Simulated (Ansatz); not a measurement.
`C[O][GeH2][C]#N` and `[CH3][GaH][GeH2][C]#N` differ in one atom or group.

Ansatz, PBE0-D4/def2-TZVP geometries, multiplicity 1. Each molecule was computed in one conformer, which needn't be the lowest.

Scalar relativity is left out up to krypton.

```csv
property,`C[O][GeH2][C]#N`
HOMO–LUMO gap (ωB97M-V/def2-TZVPP) / eV,11.92
size of the dipole moment (B3LYP/def2-TZVPP) / D,4.72
LUMO energy (B3LYP/def2-TZVPP) / eV,-1.15
LUMO energy (PBE/def2-TZVPP) / eV,-1.86
HOMO energy (ωB97M-V/def2-TZVPP) / eV,-10.86
HOMO–LUMO gap (B3LYP/def2-TZVPP) / eV,7.08
```

(1) What does the change do to each property? (An estimate is asked.)

Answers

(1) Computed: 
```json
{"property": "HOMO–LUMO gap (ωB97M-V/def2-TZVPP) / eV", "`[CH3][GaH][GeH2][C]#N`": "9.35", "shift": "-2.57"}
{"property": "size of the dipole moment (B3LYP/def2-TZVPP) / D", "`[CH3][GaH][GeH2][C]#N`": "4.27", "shift": "-0.45"}
{"property": "LUMO energy (B3LYP/def2-TZVPP) / eV", "`[CH3][GaH][GeH2][C]#N`": "-2.51", "shift": "-1.36"}
{"property": "LUMO energy (PBE/def2-TZVPP) / eV", "`[CH3][GaH][GeH2][C]#N`": "-3.02", "shift": "-1.16"}
{"property": "HOMO energy (ωB97M-V/def2-TZVPP) / eV", "`[CH3][GaH][GeH2][C]#N`": "-9.88", "shift": "0.98"}
{"property": "HOMO–LUMO gap (B3LYP/def2-TZVPP) / eV", "`[CH3][GaH][GeH2][C]#N`": "5.16", "shift": "-1.92"}
```

With PBE0 the HOMO rises by 0.59 eV and the LUMO falls by 1.34 eV, so the gap narrows by about 1.93 eV. PBE moves the HOMO by 0.09 eV and ωB97M-V by 0.98 eV. Dipoles are sizes alone; their direction can turn.

B3LYP here is the variant with VWN-RPA as its local correlation; programs differ in this.
